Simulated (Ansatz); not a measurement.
The first iterations of a band of a periodic cell of 32 atoms, H3C5 (surface C(100)-2x1, H-covered but for one site, underside capped with H, adsorbate H).

Theory: Ansatz, DFT PBE, scalar-relativistic, plane waves, PAW. Settings: PAW set soft_1, cutoff 420 eV, k mesh 2x2x1, gaussian smearing 0.05 eV, no spin polarisation.

```
movable images  : 5
climbing image  : yes
spring          : 5.0 eV/Å²
optimiser       : quadratic models (default)
start path      : IDPP
force threshold : 0.03 eV/Å
iteration limit : 41
end points      : relaxed
atoms held      : 1 to 16
```

Initial state:

```xyz
32
Lattice="5.0487 0.0000 0.0000 0.0000 5.0487 0.0000 0.0000 0.0000 17.1356" Properties=species:S:1:pos:R:3
H 2.160 0.000 1.000
H 0.365 0.000 1.000
H 4.684 0.000 1.000
H 2.889 0.000 1.000
H 2.160 2.524 1.000
H 0.365 2.524 1.000
H 4.684 2.524 1.000
H 2.889 2.524 1.000
C 1.262 0.000 1.635
C 3.787 0.000 1.635
C 1.262 2.524 1.635
C 3.787 2.524 1.635
C 1.262 1.262 2.527
C 3.787 1.262 2.527
C 1.262 3.787 2.527
C 3.787 3.787 2.527
C 0.000 1.262 3.355
C 2.524 1.262 3.355
C 0.000 3.787 3.489
C 2.524 3.787 3.489
C 0.000 0.084 4.327
C 2.524 0.084 4.328
C 0.000 2.441 4.327
C 2.525 2.441 4.327
C 1.262 0.447 5.139
C 3.787 0.446 5.138
C 1.262 2.080 5.138
C 3.787 2.079 5.138
H 3.788 0.021 6.153
H 1.263 2.505 6.153
H 3.787 2.504 6.153
H 6.308 0.024 6.154
```

Final state:

```xyz
32
Lattice="5.0487 0.0000 0.0000 0.0000 5.0487 0.0000 0.0000 0.0000 17.1356" Properties=species:S:1:pos:R:3
H 2.160 0.000 1.000
H 0.365 0.000 1.000
H 4.684 0.000 1.000
H 2.889 0.000 1.000
H 2.160 2.524 1.000
H 0.365 2.524 1.000
H 4.684 2.524 1.000
H 2.889 2.524 1.000
C 1.262 0.000 1.635
C 3.787 0.000 1.635
C 1.262 2.524 1.635
C 3.787 2.524 1.635
C 1.262 1.262 2.527
C 3.787 1.262 2.527
C 1.262 3.787 2.527
C 3.787 3.787 2.527
C 0.000 1.262 3.355
C 2.524 1.262 3.355
C 0.000 3.786 3.489
C 2.524 3.786 3.489
C 0.000 0.084 4.327
C 2.524 0.083 4.327
C 0.000 2.440 4.327
C 2.524 2.440 4.327
C 1.262 0.445 5.138
C 3.787 0.445 5.138
C 1.262 2.078 5.139
C 3.786 2.079 5.138
H 3.786 0.020 6.153
H 1.262 2.503 6.153
H 3.787 2.504 6.153
H 6.311 5.068 6.153
```

| iteration | highest image above the first end (eV) | largest band force component (eV/Å) |
| --- | --- | --- |
| 1 | 6.238 | 3.359 |
| 2 | 5.595 | 1.884 |
| 3 | 5.402 | 0.901 |
| 4 | 5.309 | 1.280 |
| 5 | 5.146 | 0.895 |
| 6 | 5.060 | 1.324 |
| 7 | 5.062 | 1.884 |
| 8 | 5.072 | 2.217 |
| 9 | 5.070 | 3.056 |
| 10 | 5.055 | 1.381 |
| 11 | 5.103 | 2.918 |
| 12 | 5.114 | 0.966 |

Question: Does the band converge within its limit, and where does its top end?

Answer: The run was cut off at its time limit. It ended after 38 iterations with the highest image 5.450 eV above the first end. The band didn't meet its force threshold, so its energies are provisional: the largest band force was still 0.04 eV/Å, and over the last iterations the top stayed at 5.45 eV. Limits of this set-up: coarse k mesh, thin slab, slab without dipole correction.

Time of the run: 33 min on 1 thread of Arm Neoverse V2, on a shared host, peak memory 0.94 GiB.
